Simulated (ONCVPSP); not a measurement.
Reading a pseudo-wave (cobalt)

Columns: radius, all-electron u(r) and pseudo u(r) of the 3s shell (level -99.81 eV) of cobalt in the configuration [Ne] 3s2 3p6 3d7.5 4s1.5; PBE, scalar-relativistic, ONCV scheme, ONCVPSP 4.0.1.

```
r (bohr)  all-electron  pseudo
   0.078       -0.0575  0.2218
   0.155       -0.6510  0.4321
   0.232       -0.5161  0.6253
   0.310       -0.0221  0.7963
   0.388        0.4980  0.9361
   0.465        0.8930  1.0391
   0.542        1.1382  1.1049
   0.620        1.2517  1.1335
   0.698        1.2634  1.1261
   0.775        1.2095  1.0878
   0.852        1.1171  1.0247
   0.930        1.0043  0.9422
   1.008        0.8856  0.8483
   1.085        0.7712  0.7510
   1.162        0.6643  0.6547
   1.240        0.5661  0.5623
   1.318        0.4791  0.4778
   1.395        0.4040  0.4037
   1.472        0.3392  0.3391
   1.550        0.2830  0.2829
   1.628        0.2353  0.2353
   1.705        0.1957  0.1956
   1.782        0.1623  0.1623
   1.860        0.1341  0.1340
   1.938        0.1105  0.1105
   2.015        0.0912  0.0912
```

Problem. How many radial nodes do the two functions have?

Solution. The all-electron 3s function has n − l − 1 = 2 (the table is too coarse to show those close to the nucleus); the pseudo-wave has 0, since the states of the same l below it are removed with the core.

Problem. At about which radius was the pseudo-wave matched?

Solution. 1.55 bohr. The columns agree to 0.0005 from 1.40 bohr on; several derivatives are matched, so the curves merge somewhat inside the radius.

Problem. Where does each function peak?

Solution. Outermost all-electron maximum near 0.70 bohr, pseudo maximum near 0.62 bohr (to the table’s step).

Problem. Is the pseudo-wave norm-conserving?

Solution. Yes: the ONCV scheme keeps the norm inside the radius equal to the all-electron one, which fixes the energy derivative of the logarithmic derivative at the level.
